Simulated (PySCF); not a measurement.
PySCF input file for In(OH)2(OSiH3) (H5InO3Si), SMILES [OH][In]([OH])[O][SiH3], PBE-D3(BJ)/def2-SVP. Geometry: PBE-D3(BJ)/def2-SVP. The structure was generated by enumeration; whether it is a known compound was not checked. The def2 effective core potentials stand for the cores of In; spin–orbit coupling is left out. One conformer was computed; it need not be the lowest.

```python
import numpy as np
from pyscf import gto, scf, dft, df
from pyscf.hessian import thermo

mol = gto.M(
    atom='''
    In   -0.00215567    0.62027759    0.00000000
    O     1.36182517    2.10278744    0.00000000
    H     0.89947891    2.96422770    0.00000000
    O    -2.02036115    0.73247055   -0.00000000
    H    -2.29750312    1.67001546   -0.00000000
    O     0.78849234   -1.22334883    0.00000000
    Si    0.06449581   -2.73268746    0.00000000
    H    -0.79898437   -2.95012923    1.21918887
    H     1.15902839   -3.76523548    0.00000000
    H    -0.79898436   -2.95012923   -1.21918887
    ''',
    basis='def2-SVP',
    ecp={'In': 'def2-svp'},
    charge=0,
    spin=0,
    max_memory=1600,
    verbose=3,
)
mf = dft.RKS(mol, xc='pbe').density_fit(auxbasis='def2-universal-jkfit')
mf.disp = 'd3bj'
mf.grids.level = 3
mf.conv_tol = 1e-11
mf.max_cycle = 100
mf.kernel()

# [left out here: the lines that compute and print the analytic Hessian (its translational invariance restored by hand, since the grid's response is missing), thermochemistry and intensities]
```

Log of the run:

```
converged SCF energy = -707.704478217003

WARN: DFTD3 does not support analytical Hessian, using finite difference


WARN: Mole.unit (angstrom) is changed to Bohr

Mode                                 0                   1                   2
Irrep
Freq [cm^-1]                       27.5263             52.6631             61.9097
Reduced mass [au]                   1.4874              2.0235              6.0118
Force const [Dyne/A]                0.0007              0.0033              0.0136
Char temp [K]                      39.6043             75.7705             89.0743
Normal mode                   x     y     z       x     y     z       x     y     z
       0  In                 0.00 -0.00 -0.01   -0.00  0.00 -0.01    0.03 -0.00 -0.00
       1   O                -0.00  0.00  0.08    0.00 -0.00  0.08   -0.07  0.08  0.00
       2   H                -0.00  0.00  0.12    0.00 -0.00  0.13   -0.13  0.05  0.00
       3   O                 0.00 -0.00 -0.04   -0.00  0.00  0.03    0.02 -0.14  0.00
       4   H                -0.00 -0.00  0.01    0.00  0.00  0.14   -0.05 -0.16  0.00
       5   O                 0.00  0.00 -0.10   -0.00  0.00 -0.15    0.03 -0.00 -0.00
       6  Si                -0.00  0.00  0.05    0.00 -0.00  0.05   -0.09  0.05  0.00
       7   H                 0.39 -0.06  0.31   -0.21  0.25 -0.06   -0.10  0.12  0.00
       8   H                -0.00 -0.00 -0.36    0.00  0.00  0.45   -0.16 -0.03  0.00
       9   H                -0.39  0.06  0.31    0.21 -0.25 -0.06   -0.10  0.12 -0.00
Mode                                 3                   4                   5
Irrep
Freq [cm^-1]                      108.4486            127.3711            141.8655
Reduced mass [au]                   6.6899             10.0989              1.1012
Force const [Dyne/A]                0.0464              0.0965              0.0131
Char temp [K]                     156.0334            183.2587            204.1129
Normal mode                   x     y     z       x     y     z       x     y     z
       0  In                -0.02  0.03 -0.00    0.00  0.00  0.05   -0.00 -0.00 -0.01
       1   O                 0.12 -0.11 -0.00    0.00  0.00 -0.12    0.00 -0.00  0.06
       2   H                 0.23 -0.05  0.00   -0.00  0.00 -0.17    0.00 -0.00 -0.67
       3   O                -0.02 -0.14  0.00    0.00 -0.00 -0.13   -0.00 -0.00 -0.02
       4   H                -0.12 -0.17 -0.00   -0.00 -0.00  0.11   -0.00 -0.00  0.67
       5   O                -0.01  0.03  0.00   -0.00 -0.00 -0.10    0.00  0.00  0.03
       6  Si                 0.00  0.02 -0.00   -0.00 -0.00 -0.01    0.00  0.00 -0.00
       7   H                 0.00  0.01 -0.00    0.00  0.07  0.01    0.01 -0.03  0.00
       8   H                 0.01  0.03  0.00    0.00  0.00  0.06   -0.00  0.00 -0.03
       9   H                 0.00  0.01  0.00   -0.00 -0.07  0.01   -0.01  0.03  0.00
Mode                                 6                   7                   8
Irrep
Freq [cm^-1]                      144.8278            253.5096            446.4612
Reduced mass [au]                   7.1759              1.0990              7.0504
Force const [Dyne/A]                0.0887              0.0416              0.8280
Char temp [K]                     208.3750            364.7438            642.3583
Normal mode                   x     y     z       x     y     z       x     y     z
       0  In                -0.02 -0.03  0.00    0.00  0.00 -0.01    0.01 -0.03 -0.00
       1   O                 0.01 -0.06 -0.00   -0.00  0.00 -0.04   -0.03 -0.03 -0.00
       2   H                 0.05 -0.04  0.00   -0.00  0.00  0.67   -0.03 -0.03 -0.00
       3   O                -0.01  0.05  0.00    0.00 -0.00 -0.04    0.04 -0.00  0.00
       4   H                 0.05  0.07 -0.00    0.00 -0.00  0.68    0.03 -0.01  0.00
       5   O                 0.14  0.03 -0.00   -0.00 -0.00  0.04   -0.15  0.09  0.00
       6  Si                -0.00  0.10  0.00   -0.00 -0.00  0.00    0.02  0.08 -0.00
       7   H                -0.03  0.19 -0.00   -0.01 -0.03 -0.01    0.05 -0.02  0.01
       8   H                -0.11 -0.01  0.00   -0.00 -0.00 -0.02    0.17  0.24  0.00
       9   H                -0.03  0.19  0.00    0.01  0.03 -0.01    0.05 -0.02 -0.01
Mode                                 9                  10                  11
Irrep
Freq [cm^-1]                      557.1729            592.2929            692.9110
Reduced mass [au]                  12.2972             15.2304              1.1945
Force const [Dyne/A]                2.2492              3.1480              0.3379
Char temp [K]                     801.6477            852.1776            996.9447
Normal mode                   x     y     z       x     y     z       x     y     z
       0  In                -0.01  0.02  0.00    0.04  0.02 -0.00    0.00 -0.00  0.00
       1   O                -0.10 -0.10  0.00   -0.12 -0.13 -0.00    0.00  0.00  0.00
       2   H                -0.03 -0.07  0.00   -0.03 -0.09  0.00   -0.00 -0.00  0.00
       3   O                 0.19 -0.01 -0.00   -0.13  0.01 -0.00   -0.00 -0.00 -0.00
       4   H                 0.10 -0.04 -0.00   -0.06  0.03  0.00   -0.00  0.00 -0.00
       5   O                 0.02 -0.01 -0.00    0.01 -0.00 -0.00   -0.00  0.00 -0.07
       6  Si                 0.00 -0.01  0.00   -0.00 -0.00  0.00    0.00 -0.00  0.06
       7   H                -0.01  0.00 -0.00    0.00 -0.00  0.00   -0.22 -0.56 -0.20
       8   H                -0.05 -0.07 -0.00    0.00 -0.00 -0.00   -0.00 -0.00 -0.14
       9   H                -0.01  0.00  0.00    0.00 -0.00 -0.00    0.22  0.56 -0.20
Mode                                12                  13                  14
Irrep
Freq [cm^-1]                      701.2481            806.6612            850.7760
Reduced mass [au]                   1.2561              1.0655              1.0962
Force const [Dyne/A]                0.3639              0.4085              0.4675
Char temp [K]                    1008.9399           1160.6059           1224.0773
Normal mode                   x     y     z       x     y     z       x     y     z
       0  In                 0.00 -0.00 -0.00    0.00  0.00 -0.00   -0.00  0.01 -0.00
       1   O                 0.00  0.00  0.00    0.03 -0.01 -0.00    0.05 -0.01 -0.00
       2   H                -0.03 -0.02  0.00   -0.52 -0.29  0.00   -0.65 -0.37  0.00
       3   O                -0.01 -0.00  0.00    0.02  0.04 -0.00   -0.02 -0.03 -0.00
       4   H                -0.00  0.00  0.00   -0.74 -0.20  0.00    0.56  0.15  0.00
       5   O                -0.08  0.01  0.00    0.01 -0.00  0.00   -0.00 -0.02 -0.00
       6  Si                 0.06 -0.01 -0.00   -0.00  0.00 -0.00    0.00  0.01  0.00
       7   H                -0.02  0.38  0.01   -0.00 -0.00 -0.00   -0.01 -0.03 -0.01
       8   H                -0.44 -0.54  0.00    0.01  0.01 -0.00    0.01  0.01 -0.00
       9   H                -0.02  0.38 -0.01   -0.00 -0.00  0.00   -0.01 -0.03  0.01
Mode                                15                  16                  17
Irrep
Freq [cm^-1]                      908.8302            916.2318            928.3557
Reduced mass [au]                   1.0505              1.0819              9.0688
Force const [Dyne/A]                0.5112              0.5351              4.6050
Char temp [K]                    1307.6043           1318.2536           1335.6972
Normal mode                   x     y     z       x     y     z       x     y     z
       0  In                 0.00 -0.00  0.00   -0.00  0.00 -0.00   -0.00  0.01  0.00
       1   O                -0.00  0.00 -0.00   -0.00  0.00  0.00   -0.01  0.01 -0.00
       2   H                 0.00  0.00  0.00    0.02  0.01  0.00    0.08  0.05 -0.00
       3   O                -0.00  0.00 -0.00   -0.00  0.00 -0.00   -0.00  0.00  0.00
       4   H                -0.00 -0.00  0.00   -0.01 -0.00 -0.00   -0.06 -0.01 -0.00
       5   O                -0.00 -0.00 -0.00   -0.01 -0.04  0.00   -0.04 -0.21 -0.00
       6  Si                 0.00  0.00  0.04    0.04 -0.00 -0.00    0.03  0.08  0.00
       7   H                -0.27  0.31 -0.12   -0.52  0.16 -0.35    0.13 -0.01  0.06
       8   H                -0.00 -0.00 -0.76    0.22  0.21  0.00    0.01  0.05  0.00
       9   H                 0.27 -0.31 -0.12   -0.52  0.16  0.35    0.13 -0.01 -0.06
Mode                                18                  19                  20
Irrep
Freq [cm^-1]                      966.9824           2134.5053           2135.3994
Reduced mass [au]                   1.0932              1.0509              1.0295
Force const [Dyne/A]                0.6023              2.8211              2.7659
Char temp [K]                    1391.2724           3071.0779           3072.3643
Normal mode                   x     y     z       x     y     z       x     y     z
       0  In                -0.00  0.00  0.00    0.00 -0.00  0.00    0.00 -0.00 -0.00
       1   O                 0.00 -0.00 -0.00   -0.00  0.00 -0.00   -0.00  0.00  0.00
       2   H                -0.03 -0.02  0.00    0.00  0.00  0.00    0.00  0.00 -0.00
       3   O                 0.00 -0.00  0.00   -0.00  0.00 -0.00   -0.00  0.00  0.00
       4   H                 0.03  0.01  0.00   -0.00  0.00 -0.00   -0.00  0.00  0.00
       5   O                 0.00 -0.02 -0.00    0.00  0.00 -0.00    0.00  0.00 -0.00
       6  Si                -0.02 -0.05  0.00    0.00  0.00  0.04    0.03  0.01 -0.00
       7   H                 0.16  0.50  0.21    0.40  0.09 -0.55   -0.39 -0.10  0.57
       8   H                 0.36  0.36 -0.00    0.00 -0.00  0.02    0.01 -0.01 -0.00
       9   H                 0.16  0.50 -0.21   -0.40 -0.09 -0.55   -0.39 -0.10 -0.57
Mode                                21                  22                  23
Irrep
Freq [cm^-1]                     2164.4000           3699.0400           3701.0062
Reduced mass [au]                   1.0408              1.0671              1.0670
Force const [Dyne/A]                2.8728              8.6024              8.6113
Char temp [K]                    3114.0897           5322.0950           5324.9239
Normal mode                   x     y     z       x     y     z       x     y     z
       0  In                 0.00 -0.00 -0.00    0.00  0.00  0.00   -0.00  0.00 -0.00
       1   O                 0.00  0.00  0.00    0.02 -0.04  0.00   -0.02  0.04  0.00
       2   H                 0.00  0.00  0.00   -0.32  0.63 -0.00    0.30 -0.59  0.00
       3   O                -0.00  0.00 -0.00   -0.01  0.04  0.00   -0.01  0.04 -0.00
       4   H                -0.00  0.00 -0.00    0.20 -0.63 -0.00    0.21 -0.67  0.00
       5   O                 0.00  0.00  0.00    0.00  0.00 -0.00    0.00 -0.00  0.00
       6  Si                -0.03  0.02 -0.00    0.00 -0.00  0.00    0.00  0.00 -0.00
       7   H                -0.01  0.01 -0.01   -0.00  0.00  0.00   -0.00 -0.00  0.00
       8   H                 0.72 -0.67 -0.00   -0.00  0.00 -0.00   -0.00 -0.00  0.00
       9   H                -0.01  0.01  0.01   -0.00  0.00 -0.00   -0.00 -0.00 -0.00
temperature 298.1500 [K]
pressure 101325.00 [Pa]
Rotational constants [GHz] 4.32697 1.25561 0.98456
Symmetry number 1
Zero-point energy (ZPE) 0.05267 [Eh]   138290.680 [J/mol]
                           tot       elec      trans        rot        vib
Entropy [J/mol/K]       427.252      0.000    174.569    119.191    133.492
Cv [J/mol/K]            123.951      0.000     12.472     12.472     99.007
Cp [J/mol/K]            132.265      0.000     20.786     12.472     99.007
Internal energy [J/mol]                      3718.434   3718.434 156395.016
Internal energy [Eh]   -707.64208  -707.70448
Enthalpy [J/mol]                             6197.391   3718.434 156395.016
Enthalpy [Eh]          -707.64113
Gibbs free energy [J/mol]                  -45850.360 -31818.301 116594.416
Gibbs free energy [Eh] -707.68965
mode   freq/cm-1   IR/(km/mol)
   1       27.53         1.339
   2       52.66         3.479
   3       61.91         0.048
   4      108.45        28.940
   5      127.37        33.661
   6      141.87         1.964
   7      144.83         6.893
   8      253.51       146.091
   9      446.46         9.673
  10      557.17        37.836
  11      592.29        64.873
  12      692.91        44.676
  13      701.25        40.748
  14      806.66       141.415
  15      850.78        14.594
  16      908.83        69.548
  17      916.23        54.594
  18      928.36       368.300
  19      966.98       291.385
  20     2134.51       161.233
  21     2135.40       103.383
  22     2164.40       138.796
  23     3699.04        29.788
  24     3701.01        65.809
max |gradient| / (hartree/bohr): 0.0001778191155498349
APT charges: [ 1.4483 -0.6622  0.2176 -0.6607  0.2185 -1.0839  1.3826 -0.2878 -0.2845
 -0.2878]
```

The run converged.

Cost: about 2.3 core-minutes (a rough figure).
